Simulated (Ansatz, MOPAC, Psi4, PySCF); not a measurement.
System: SOF (charge 0, doublet). SMILES: O=[S]F
Structure (B3LYP-D3(BJ)/def2-TZVP (Ansatz, a first-principles code) minimum search):
```xyz
3

O     -1.2135    -0.4937     0.0699
S     -0.1129     0.4581    -0.0167
F      1.2793    -0.3756    -0.0325
```
Charge 0, spin multiplicity 2.

Property: vertical ionisation energy to the singlet, in eV. Set-up: dispersion terms only where a functional's name holds one; each state is the SCF solution reached for its charge and spin; 6-311+G** with 5d, 6d on Na to Ar in Ansatz; spin-orbit terms left out; 6-31G* and kin with 6d, 5d where marked; non-relativistic; PM7 with its own dispersion and hydrogen-bond terms; frozen cores in correlated levels; open shells spin-unrestricted. Ab initio and DFT rows: single points at B3LYP-D3(BJ) geometries (Ansatz). Semi-empirical rows: differences of heats of formation at the shared geometry for vertical values.

```tsv
level	program	vertical ionisation energy to the singlet (eV)
PM3	MOPAC	10.01
PM6	MOPAC	9.07
PM7	MOPAC	8.82
MNDO	MOPAC	10.68
HF/6-311+G**	Ansatz	10.65
PBE/6-311+G**	Ansatz	10.05
B3LYP/STO-3G	Ansatz	6.78
B3LYP/3-21G	Ansatz	9.99
B3LYP/6-31G*	Ansatz	10.02
B3LYP/6-311+G**	Ansatz	10.45
M06-2X/6-31G* (5d)	PySCF	10.16
wB97X-D/6-31G*	Psi4	10.11
MP2/6-31G*	Ansatz	9.19
MP2/6-311+G**	Ansatz	9.57
PBE/def2-TZVPD	Ansatz	9.93
M06-2X/def2-TZVPD	PySCF	10.36
```

No value to compare with is used here. The 14 habitual levels span 6.78 (B3LYP/STO-3G) to 10.68 eV (MNDO); PBE/def2-TZVPD gives 9.93.

The levels are drawn from those run, B3LYP/6-31G* more often than the rest, none by its result; left out are runs that failed, that the program found above a lower state of the same kind, or whose <S^2> lies over 0.5 above the pure value.
